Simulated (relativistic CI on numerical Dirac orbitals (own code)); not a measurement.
Slater and spin-orbit integrals, Ir⁴⁹⁺

These numbers are calculated, not measured: Dirac-Coulomb-Breit CI, orbitals from a KLI potential per configuration, model QED (radiative potential, 1s self-energy scaled to tabulated hydrogen-like ionisation energies), unscaled Slater integrals (own radial code, finite nucleus).

Slater integrals F^k, G^k are unscaled and averaged over j, outside the closed core [Ne]; ζ comes from projecting the Hamiltonian with its Breit term on Σ l·s of the shell.

- 3s²3p⁶3d⁹4s: ζ(3d) = 259370, G^2(3d,4s) = 64491 cm⁻¹; <r>(3d) = 0.1666, <r^2>(3d) = 0.03227, <r>(4s) = 0.3652, <r^2>(4s) = 0.1502 (bohr units).
- 3s²3p⁶3d⁹4p: ζ(3d) = 259400, F^2(3d,4p) = 197330, G^1(3d,4p) = 63406, G^3(3d,4p) = 64543, ζ(4p) = 688310 cm⁻¹; <r>(3d) = 0.1666, <r^2>(3d) = 0.03227, <r>(4p) = 0.373, <r^2>(4p) = 0.1578 (bohr units).
- 3s²3p⁶3d⁹4d: ζ(3d) = 259290, F^2(3d,4d) = 211850, F^4(3d,4d) = 108500, G^0(3d,4d) = 66336, G^2(3d,4d) = 85967, G^4(3d,4d) = 68317, ζ(4d) = 88084 cm⁻¹; <r>(3d) = 0.1667, <r^2>(3d) = 0.03229, <r>(4d) = 0.3668, <r^2>(4d) = 0.154 (bohr units).

Averages of the first 10 configurations, taken without configuration mixing, which lowers the lowest level and can move excited configurations by several eV; other configurations of the list can lie among them:

| Configuration | Parity | States | Average energy above the lowest level (eV) |
| --- | --- | --- | --- |
| 3s²3p⁶3d¹⁰ | even | 1 | 0.2 |
| 3s²3p⁶3d⁹4s | even | 20 | 1771.1 |
| 3s²3p⁶3d⁹4p | odd | 60 | 1960.6 |
| 3s²3p⁶3d⁹4d | even | 100 | 2177.5 |
| 3s²3p⁵3d¹⁰4s | odd | 12 | 2352.6 |
| 3s²3p⁶3d⁹4f | odd | 140 | 2358.9 |
| 3s²3p⁵3d¹⁰4p | even | 36 | 2542.4 |
| 3s²3p⁶3d⁸4s² | even | 45 | 3582.4 |
| 3s²3p⁵3d¹⁰4d | odd | 60 | 2758.5 |
| 3s²3p⁶3d⁸4s4p | odd | 540 | 3764.9 |
